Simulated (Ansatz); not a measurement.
F2H4O2Si2, SMILES `O[Si@H](F)[Si@@H](O)F`, relaxed with RKS PBE0-D4/def2-TZVP in the Gaussian-basis code of Ansatz from a PBE-D4/def2-SVP geometry. The force threshold is 0.005 eV/Å; the program also tests the step.

The species carries charge 0 and has multiplicity 1.

Start:

```xyz
10

O    -0.417    1.731   -1.003
Si   -1.047    0.204   -0.730
F    -1.288   -0.614   -2.136
Si    0.679   -0.851    0.475
O     0.631   -0.558    2.118
F     1.957   -0.044   -0.214
H     0.549    1.704   -1.153
H    -2.386    0.399   -0.090
H     0.926   -2.319    0.347
H     0.396    0.348    2.385
```

**Question.** By how much does the energy fall, and how many steps does the optimiser take? (An estimate is asked.)

**Answer.** Computed: 0.14 eV, in 15 steps.

**Question.** Which bonds change most? (Estimate.)

**Answer.** The calculation gave: Si4–F6 from 1.661 to 1.609 Å; Si2–F3 from 1.644 to 1.601 Å; O1–Si2 from 1.674 to 1.638 Å; Si4–O5 from 1.670 to 1.635 Å.

**Question.** Give the relaxed structure. (Best estimate.)

**Answer.** Ansatz gave: 
```xyz
10

O    -0.535    1.774   -0.999
Si   -0.983    0.221   -0.739
F    -1.168   -0.561   -2.124
Si    0.707   -0.869    0.495
O     0.616   -0.543    2.095
F     2.069   -0.271   -0.118
H     0.362    1.937   -1.300
H    -2.312    0.296   -0.092
H     0.779   -2.343    0.398
H     0.467    0.359    2.383
```
